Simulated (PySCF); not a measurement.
## Ge (germanium, neutral): B2PLYP calculation

Configuration: [Ar] 3d10 4s1 4p3, high-spin 5S determinant (an excited configuration). Computed with PySCF 2.14 in dyall-av2z (16s12p8d, 92 functions), with no relativity, point nucleus.

| Quantity | Value |
| --- | --- |
| Total energy, PT2 part included | -2076.342 hartree |
| One-electron energy | -2893.483 hartree |
| Hartree (Coulomb) energy | 895.809 hartree |
| Exchange-correlation energy | -78.663 hartree |
| Kinetic energy | 2075.48658 hartree |
| PT2 correlation before scaling by 0.27 | -0.01984 hartree |
| ⟨S²⟩ | 6.0012 |
| ⟨L²⟩ | 0.000 |
| Sum of ⟨r⟩ | 24.38 bohr |
| Sum of ⟨r²⟩ | 42.38 bohr² |
| Density at the nucleus (Gaussians lack the cusp) | 22200 bohr⁻³ |
| Spin density at the nucleus | 11.6 bohr⁻³ |
| Langevin diamagnetic susceptibility | -33.6 ×10⁻⁶ cm³/mol |

| shell | electrons | mean orbital energy (eV) | rms radius, mean of both spins (bohr) |
| --- | --- | --- | --- |
| 1s α | 1 | -10924.5 | 0.0554 |
| 1s β | 1 | -10924.2 | 0.0554 |
| 2s α | 1 | -1381.8 | 0.232 |
| 2s β | 1 | -1381.6 | 0.232 |
| 2p α | 3 | -1227.8 | 0.205 |
| 2p β | 3 | -1227.6 | 0.205 |
| 3s α | 1 | -181.51 | 0.680 |
| 3s β | 1 | -180.95 | 0.680 |
| 3p α | 3 | -129.52 | 0.706 |
| 3p β | 3 | -129.06 | 0.706 |
| 3d α | 5 | -39.031 | 0.818 |
| 3d β | 5 | -38.665 | 0.818 |
| 4s α | 1 | -16.816 | 2.31 |
| 4p α | 3 | -7.321 | 2.95 |

The orbital energies are those of the SCF part of the double hybrid.
